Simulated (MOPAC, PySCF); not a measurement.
C2H7In, SMILES `[CH3][InH][CH3]`, neutral singlet in the gas phase. 

Cartesian coordinates (Å):
```xyz
10

C      1.8750    -0.2918    -0.2477
In     0.0333     0.7650     0.2428
C     -1.8903    -0.2444     0.0629
H      1.6976    -1.0246    -1.0345
H      2.6569     0.3977    -0.5627
H      2.2251    -0.8244     0.6392
H      0.0887     2.4159     0.8001
H     -1.7723    -1.2491    -0.3398
H     -2.3659    -0.3092     1.0428
H     -2.5515     0.3265    -0.5904
```
Charge 0, spin multiplicity 1.

All levels are single points at this geometry (B3LYP-D3(BJ)/def2-TZVP); Pople sets use spherical d functions. Orbital energies aren't observables, and empty levels follow the basis.

PBE/6-31G* (LANL2DZ on In) in PySCF gives HOMO (eV) = -5.80.

Question: Estimate the HOMO (eV) from each of these levels: PBE-D3(BJ)/def2-TZVP in PySCF; TPSSh-D3(BJ)/def2-TZVP in PySCF; B3LYP/6-311+G** (LANL2DZ on In) in PySCF; B3LYP/6-31G* (LANL2DZ on In) in PySCF; B3LYP/LANL2DZ in PySCF; BP86/6-31G* (LANL2DZ on In) in PySCF; M06-2X/6-31G* (LANL2DZ on In) in PySCF; HF/6-31G* (LANL2DZ on In) in PySCF; AM1 in MOPAC; PM3 in MOPAC; PM6 in MOPAC; PM7 in MOPAC.

Answer: 
```tsv
level	HOMO (eV)
PBE-D3(BJ)/def2-TZVP in PySCF	-6.03
TPSSh-D3(BJ)/def2-TZVP in PySCF	-6.51
B3LYP/6-311+G** (LANL2DZ on In) in PySCF	-6.99
B3LYP/6-31G* (LANL2DZ on In) in PySCF	-6.76
B3LYP/LANL2DZ in PySCF	-6.81
BP86/6-31G* (LANL2DZ on In) in PySCF	-5.90
M06-2X/6-31G* (LANL2DZ on In) in PySCF	-8.09
HF/6-31G* (LANL2DZ on In) in PySCF	-9.75
AM1 in MOPAC	-9.83
PM3 in MOPAC	-10.61
PM6 in MOPAC	-10.58
PM7 in MOPAC	-10.22
```
